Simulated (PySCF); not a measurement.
Calculation: B3LYP-D3(BJ)/def2-TZVP in PySCF. Isolated molecules, 0 K electronic values unless said otherwise. B3LYP has the VWN-RPA correlation part, as in Gaussian. Excitations are Tamm–Dancoff values on a coarser integration grid. The basis has no diffuse functions, so Rydberg states are missing or too high.

Reference species (SMILES): `[F][Ga]([F])[CH3]` (neutral, multiplicity 1).

```
Property                                        Value
-------------------------------------------  --------
brightest of the four lowest singlets (TDA)   7.54 eV
HOMO                                         -9.38 eV
LUMO                                         -1.23 eV
HOMO–LUMO gap                                 8.15 eV
```

Changed species: `[F][Ga]([F])[F]` (0 of 3 F replaced by CH3; the reference has 1 of 3 F replaced by CH3).

**Question.** Give the shifts of the brightest of the four lowest singlets (TDA), HOMO, LUMO and HOMO–LUMO gap.

**Answer.** the brightest of the four lowest singlets (TDA) decreases by 0.14 eV, to 7.40 eV; the HOMO decreases by 2.08 eV, to -11.46 eV; the LUMO decreases by 1.65 eV, to -2.88 eV; the HOMO–LUMO gap rises by 0.43 eV, to 8.58 eV.
